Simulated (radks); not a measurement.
Q: Species: Ce23+. Configuration: [Ar] 3d10 4s2 4p5. Calculated with a radial shooting solver on a logarithmic mesh with Libxc functionals: Dirac Kohn-Sham, relativistic LDA (MacDonald-Vosko exchange, VWN5 correlation), spin-unpolarised, spherical densities, finite nucleus; open shells fill j = l - 1/2 first; Fermi nuclear charge, rms radius 4.8771 fm.

Spin-orbit splittings of the eigenvalues, e(l+1/2) - e(l-1/2), with zeta = 2 splitting/(2l+1) and mean radii in bohr:

| shell | occ. | splitting (eV) | zeta (eV) | <r> j=l-1/2 | <r> j=l+1/2 |
|---|---|---|---|---|---|
| 2p | 6 | 442.7 | 295.1 | 0.08808 | 0.09424 |
| 3p | 6 | ? | ? | 0.2657 | 0.2774 |
| 3d | 10 | 19.50 | 7.800 | 0.2473 | 0.2510 |
| 4p | 5 | 24.71 | 16.47 | 0.5898 | 0.6082 |

Estimate the 3p splitting.

A: 89.14 eV (zeta = 59.42 eV).
